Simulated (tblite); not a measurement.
C4H4FOS (doublet state).
Geometry (GFN2-xTB, Å), atoms numbered from 1 in this order:
```xyz
11
C4H4FOS angstrom
F      0.314   -1.913    0.334
C     -0.201   -0.769   -0.350
C     -1.499   -0.317    0.186
O     -1.404    0.911    0.727
C     -0.145    1.361    0.543
C      0.632    0.451   -0.088
S      2.305    0.617   -0.550
H     -0.209   -1.108   -1.398
H     -2.391   -0.881    0.347
H      0.086    2.345    0.898
H      2.517   -0.693   -0.675
```

Level: GFN2-xTB in tblite, geometry and Hessian alike; calculated harmonic values, unscaled, isolated species. This tight-binding method is rough: wavenumbers can miss measured ones by several per cent, in bad cases by 10 to 20. Modes of hydrogen on sulfur can be 10 to 20 % off. One conformer, not necessarily the lowest. Open shells enter through the occupations alone, without spin polarisation, and single modes of such species can be off by tens of per cent.

Harmonic wavenumbers (cm⁻¹): 132.4, 177.4, 208.8, 248.5, 308.8, 386.5, 453.4, 510.3, 530.9, 729.1, 769.4, 792.8, 871.5, 881.4, 1005.9, 1030.6, 1101.6, 1141.3, 1201.6, 1224.2, 1245.9, 1296.7, 1540.7, 2422.9, 2831.8, 3181.5, 3205.5.

A = 3510, B = 1911, C = 1308 MHz; mass 118.997 u (most abundant isotopes); point group C1, symmetry number 1; spin multiplicity 2.

Problem. What is the zero-point energy?

Solution. ½Σν̃ = 14716 cm⁻¹ = 176.04 kJ/mol.

Problem. Entropy at 273.15 K, 1 bar (ideal gas, RRHO, classical rotation)?

Solution. Translation 166.64, rotation 116.04, vibration 55.55, spin (R ln 2) 5.76: S = 344.0 J/(mol K).

Problem. And Cp and H(273.15 K) − H(0)?

Solution. Cp = 108.04 J/(mol K), of which vibrations give 74.78 (their classical limit is 27 R = 224.5); H(273.15 K) − H(0) = 18.37 kJ/mol without the zero-point energy, 9.29 from vibrations.

Problem. Blend soft modes into free rotors: weight 1/[1 + (100 cm⁻¹/ν̃)⁴] for the oscillator and the rest for a rotor with moment μB/(μ + B), μ = h/(8π²ν), B = 10⁻⁴⁴ kg m². What vibrational entropy results?

Solution. 55.40 J/(mol K) in place of 55.55, which changes −T·S at 273.15 K by +0.04 kJ/mol.

Problem. How do the functions run with temperature in this model?

Solution. 
```csv
T (K),S (J/(mol K)),Cp (J/(mol K)),H − H(0) (kJ/mol),G − H(0) (kJ/mol),ln q(vib)
50,233.4,38.6,1.72,-9.95,0.03
100,265.3,55.8,4.08,-22.46,0.34
298.15,353.8,115.0,21.16,-84.31,2.97
373.15,381.7,134.3,30.52,-111.90,4.13
500,424.8,160.2,49.29,-163.11,6.12
750,496.5,192.6,93.80,-278.60,9.95
1000,554.8,211.6,144.52,-410.25,13.46
```

q(vib) and H(0) count from the zero-point level.

Problem. What must be added to the electronic energy to get the Gibbs energy at 273.15 K and 1 bar?

Solution. ZPE + [H(273.15 K) − H(0)] − T·S = 176.04 + 18.37 − 93.96 = 100.45 kJ/mol.

Problem. Which modes carry the vibrational entropy at 273.15 K?

Solution. 132.4 cm⁻¹: 11.48; 177.4 cm⁻¹: 9.17; 208.8 cm⁻¹: 7.93; 248.5 cm⁻¹: 6.65; 308.8 cm⁻¹: 5.13; 386.5 cm⁻¹: 3.71 J/(mol K); the other 21 give 11.49 together.

Hindered rotation and anharmonicity are outside this model. Other conformers, if any are populated, would add a mixing term that is left out. The structure is chiral; the term R ln 2 for an equal mix with its mirror image is left out.
